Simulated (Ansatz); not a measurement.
Several settings on one geometry of GaH2(SiH3) (GaSiH5) (that of the charge 0 singlet, B3LYP-D4/def2-TZVP). Ansatz on 2 threads of AMD EPYC 7R13 on a shared host; times are rough.

```xyz
7

Ga    0.6877    1.1992    0.0078
H     2.2623    1.2296    0.0397
H    -0.0738    2.5772   -0.0361
Si   -0.5203   -0.9031    0.0112
H    -1.8568   -0.7762    0.6451
H     0.2287   -1.9699    0.7223
H    -0.7278   -1.3569   -1.3899
```

Totals from different functionals, basis sets or treatments of relativity can't be compared as stabilities.

LC-ωPBE has ω = 0.4 bohr⁻¹.

Scalar relativity in a set contracted without it gives distorted totals.

Task: Give the basis size and estimate the energy, ⟨S²⟩ and time of these runs.

```json
{"run": "1", "method": "RKS ωB97X-V/cc-pVDZ", "charge": "0", "state": "singlet", "further keys": "scf: {omitted_lower_state_checks: [starts]}"}
{"run": "2", "method": "RKS LC-ωPBE/aug-cc-pVDZ", "charge": "0", "state": "singlet", "further keys": "pseudopotentials: {relativity: scalar}; scf: {omitted_lower_state_checks: [starts]}"}
{"run": "3", "method": "RKS RPBE/cc-pVDZ", "charge": "0", "state": "singlet", "further keys": "scf: {lower_state_search: light}; forces asked"}
```

Result: 
```tsv
run	functions	energy (Eh)	⟨S²⟩	wall time
1	70	-2217.0593	–	2.2 s
2	108	-2232.5213	–	1.4 s
3	70	-2217.1771	–	0.7 s
```
